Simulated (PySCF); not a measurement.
## Atomic charges against the basis set

Compound: C2H7NO2Si.
Z-matrix (Å and degrees, PBE0-D3(BJ)/def2-SVP geometry), rows numbered from 1:
```
N 
Si  1  1.6958
O   2  1.6784  1  111.68
C   3  1.4107  2  110.08  1   136.38
C   4  1.5351  3  106.97  2   -28.27
O   5  1.4099  4  107.06  3    33.08
H   1  1.0110  2  122.11  3   135.03
H   1  1.0117  2  124.56  3   -46.55
H   2  1.4828  1  106.34  3  -127.32
H   4  1.1019  3  109.76  2  -149.77
H   4  1.1070  3  110.08  2    91.80
H   5  1.1020  4  111.67  3   153.52
H   5  1.1071  4  110.47  3   -86.69
```

PBE0 throughout (PySCF), one geometry, spherical d and f functions. Isolated species at its PBE0-D3(BJ)/def2-SVP geometry (one conformer only). Atoms taken as equivalent share a column and are averaged. The first 7 of 8 kinds of atom are listed.

Mulliken charges (e):

```csv
basis,functions,N1,Si2,O3/O6,C4/C5,H7/H8,H9,H10/H13
STO-3G,41,-0.608,+0.980,-0.373,-0.071,+0.180,-0.132,+0.072
6-31G,72,-1.013,+1.304,-0.699,-0.090,+0.354,-0.141,+0.179
pcSseg-0,72,-1.088,+1.586,-0.848,-0.149,+0.337,-0.133,+0.238
6-31G*,102,-0.915,+0.974,-0.580,-0.094,+0.362,-0.107,+0.167
cc-pVDZ,123,-0.285,+0.641,-0.427,+0.108,+0.115,-0.099,+0.037
def2-SVP,123,-0.403,+0.812,-0.508,+0.145,+0.145,-0.125,+0.036
aug-cc-pVDZ,205,-0.246,+1.150,-0.883,+0.903,-0.051,+0.295,-0.281
"6-311+G(2d,p)",212,-0.906,+1.528,-0.617,-0.155,+0.238,-0.075,+0.129
def2-TZVP,234,-0.627,+0.622,-0.375,-0.036,+0.245,-0.046,+0.095
cc-pVTZ,282,-0.326,+0.458,-0.338,+0.015,+0.147,-0.059,+0.069
IGLO-III,289,-0.633,+1.344,-0.570,-0.076,+0.184,-0.192,+0.100
pcSseg-2,321,-0.567,+1.044,-0.572,+0.175,+0.178,-0.153,+0.028
```

IAO charges (e):

```json
{"basis": "STO-3G", "functions": "41", "N1": "-0.706", "Si2": "+1.165", "O3/O6": "-0.458", "C4/C5": "-0.159", "H7/H8": "+0.206", "H9": "-0.129", "H10/H13": "+0.123"}
{"basis": "6-31G", "functions": "72", "N1": "-0.821", "Si2": "+1.218", "O3/O6": "-0.614", "C4/C5": "-0.104", "H7/H8": "+0.283", "H9": "-0.118", "H10/H13": "+0.148"}
{"basis": "pcSseg-0", "functions": "72", "N1": "-0.803", "Si2": "+1.256", "O3/O6": "-0.614", "C4/C5": "-0.100", "H7/H8": "+0.267", "H9": "-0.134", "H10/H13": "+0.144"}
{"basis": "6-31G*", "functions": "102", "N1": "-0.842", "Si2": "+1.344", "O3/O6": "-0.644", "C4/C5": "-0.066", "H7/H8": "+0.275", "H9": "-0.161", "H10/H13": "+0.132"}
{"basis": "cc-pVDZ", "functions": "123", "N1": "-0.834", "Si2": "+1.329", "O3/O6": "-0.638", "C4/C5": "-0.064", "H7/H8": "+0.273", "H9": "-0.161", "H10/H13": "+0.131"}
{"basis": "def2-SVP", "functions": "123", "N1": "-0.829", "Si2": "+1.345", "O3/O6": "-0.639", "C4/C5": "-0.060", "H7/H8": "+0.269", "H9": "-0.169", "H10/H13": "+0.129"}
{"basis": "aug-cc-pVDZ", "functions": "205", "N1": "-0.863", "Si2": "+1.344", "O3/O6": "-0.651", "C4/C5": "-0.068", "H7/H8": "+0.285", "H9": "-0.157", "H10/H13": "+0.136"}
{"basis": "6-311+G(2d,p)", "functions": "212", "N1": "-0.874", "Si2": "+1.377", "O3/O6": "-0.659", "C4/C5": "-0.069", "H7/H8": "+0.286", "H9": "-0.166", "H10/H13": "+0.137"}
{"basis": "def2-TZVP", "functions": "234", "N1": "-0.874", "Si2": "+1.391", "O3/O6": "-0.661", "C4/C5": "-0.067", "H7/H8": "+0.284", "H9": "-0.171", "H10/H13": "+0.135"}
{"basis": "cc-pVTZ", "functions": "282", "N1": "-0.868", "Si2": "+1.378", "O3/O6": "-0.656", "C4/C5": "-0.068", "H7/H8": "+0.283", "H9": "-0.168", "H10/H13": "+0.135"}
{"basis": "IGLO-III", "functions": "289", "N1": "-0.877", "Si2": "+1.388", "O3/O6": "-0.661", "C4/C5": "-0.069", "H7/H8": "+0.286", "H9": "-0.169", "H10/H13": "+0.137"}
{"basis": "pcSseg-2", "functions": "321", "N1": "-0.877", "Si2": "+1.391", "O3/O6": "-0.661", "C4/C5": "-0.068", "H7/H8": "+0.285", "H9": "-0.170", "H10/H13": "+0.136"}
```

Hirshfeld charges (e):

```csv
basis,functions,N1,Si2,O3/O6,C4/C5,H7/H8,H9,H10/H13
STO-3G,41,-0.311,+0.596,-0.253,+0.039,+0.099,-0.086,+0.008
6-31G,72,-0.305,+0.489,-0.284,+0.012,+0.130,-0.067,+0.041
pcSseg-0,72,-0.305,+0.506,-0.269,+0.006,+0.127,-0.080,+0.037
6-31G*,102,-0.296,+0.438,-0.255,+0.013,+0.132,-0.074,+0.038
cc-pVDZ,123,-0.300,+0.458,-0.238,-0.003,+0.129,-0.081,+0.036
def2-SVP,123,-0.302,+0.463,-0.243,-0.002,+0.130,-0.083,+0.037
aug-cc-pVDZ,205,-0.314,+0.490,-0.253,-0.012,+0.127,-0.074,+0.043
"6-311+G(2d,p)",212,-0.309,+0.483,-0.255,-0.008,+0.127,-0.074,+0.043
def2-TZVP,234,-0.310,+0.473,-0.248,-0.008,+0.129,-0.076,+0.042
cc-pVTZ,282,-0.312,+0.473,-0.244,-0.009,+0.129,-0.077,+0.041
IGLO-III,289,-0.310,+0.475,-0.247,-0.012,+0.127,-0.072,+0.042
pcSseg-2,321,-0.315,+0.485,-0.252,-0.012,+0.128,-0.075,+0.043
```

Some averages cover members that differ in this geometry, most widely: C4/C5, Mulliken in 6-311+G(2d,p) -0.204 to -0.106; H10/H13, Mulliken in aug-cc-pVDZ -0.314 to -0.249; O3/O6, Mulliken in 6-311+G(2d,p) -0.648 to -0.587; C4/C5, Mulliken in aug-cc-pVDZ +0.883 to +0.923 e.

Problem. Which scheme is steadiest as the basis changes?

Solution. Largest range over the bases for any column: Hirshfeld 0.16 e, IAO 0.23 e, Mulliken 1.13 e. Hirshfeld charges move least and Mulliken charges most, counted in e. Without the minimal STO-3G basis the ranges are Hirshfeld 0.07, IAO 0.17, Mulliken 1.13 e.

Problem. How much do the charges still move between the two largest bases, IGLO-III and pcSseg-2?

Solution. At most, over all atoms: Mulliken 0.300 e, IAO 0.003 e, Hirshfeld 0.010 e.

Problem. What do the same runs give for the total energy, the frontier levels and the dipole moment?

Solution. 
| basis | energy (Eh) | HOMO (eV) | LUMO (eV) | μ (D) |
| --- | --- | --- | --- | --- |
| STO-3G | -567.6561 | -3.63 | 7.17 | 0.89 |
| 6-31G | -574.5953 | -7.46 | 1.72 | 0.93 |
| pcSseg-0 | -573.7513 | -7.49 | 1.79 | 1.05 |
| 6-31G* | -574.7463 | -7.32 | 1.91 | 1.10 |
| cc-pVDZ | -574.7746 | -7.34 | 1.70 | 1.09 |
| def2-SVP | -574.4680 | -7.42 | 1.66 | 1.09 |
| aug-cc-pVDZ | -574.8081 | -7.59 | -0.14 | 0.91 |
| 6-311+G(2d,p) | -574.8822 | -7.62 | 0.15 | 0.95 |
| def2-TZVP | -574.9139 | -7.58 | 0.96 | 1.00 |
| cc-pVTZ | -574.9010 | -7.53 | 1.10 | 1.01 |
| IGLO-III | -574.9189 | -7.59 | 0.64 | 0.96 |
| pcSseg-2 | -574.9218 | -7.63 | 0.52 | 0.95 |

The dipole is fixed by the density alone, so its range of 0.21 D shows that the density itself changes with the basis, not only its division among atoms.
